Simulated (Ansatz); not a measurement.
Geometry optimisation, RKS PBE/def2-SVP (Ansatz 0.2.0).

Input:

```yaml
crystal:
  periodic: [false, false, false]
  atoms:
    - { symbol: Ge, position_ang: [-0.813827, 0.015937, 0.280287] }
    - { symbol: H, position_ang: [1.60582, -0.074186, 1.592334] }
    - { symbol: F, position_ang: [2.01569, 0.039006, 0.763289] }
    - { symbol: Cl, position_ang: [-1.059166, 1.754302, -1.063165] }
    - { symbol: F, position_ang: [-0.809417, -1.29446, -0.907945] }
basis:
  gaussian: { orbitals: def2-SVP }
hamiltonian:
  xc: pbe
relax:
  f_tol: 0.03
  max_steps: 50
```

Run as:

```bash
$ ansatz run input.yaml --threads 2 --pin off --max-ram 3072MiB --backend cpu --events-out ev --progress --plain --runs-dir out
```

Question: Where does it end, and by what steps?

Answer: The run converged. After 26 steps the energy has fallen by 0.422 eV; H2 moved furthest, 1.20 Å.

```tsv
step	energy less start (eV)	largest force component (eV/Å)	accepted
0	0.0000	0.342	yes
1	0.0012	2.109	no
2	-0.0319	0.461	yes
3	-0.0506	0.696	yes
4	-0.0637	0.331	yes
5	-0.0781	0.603	yes
6	-0.0851	0.347	yes
7	-0.0875	0.137	yes
8	-0.0879	0.190	yes
9	-0.0893	0.195	yes
10	0.0500	2.342	no
11	-0.0947	0.199	yes
12	-0.0879	0.801	no
13	-0.0988	0.148	yes
14	-0.1029	0.165	yes
15	-0.1075	0.455	yes
16	-0.1161	0.895	yes
17	-0.1315	1.509	yes
18	-0.1727	1.810	yes
19	-0.2611	1.284	yes
20	-0.3507	0.818	yes
21	-0.3860	0.681	yes
22	-0.4085	0.324	yes
23	-0.4207	0.103	yes
24	-0.4217	0.036	yes
25	-0.4217	0.057	yes
26	-0.4221	0.014	yes
```

```xyz
5
Properties=species:S:1:pos:R:3
Ge -0.936 0.178 0.464
H 1.236 -0.481 0.523
F 1.292 0.275 1.144
Cl -0.744 1.651 -1.176
F 0.092 -1.182 -0.290
```

Whether the end is a true minimum wasn't checked by a vibrational analysis.

Time of the run: 36 s on 2 threads of AMD EPYC 7R43 64-Core Processor (Zen 3), on a shared host, peak memory 0.14 GiB.
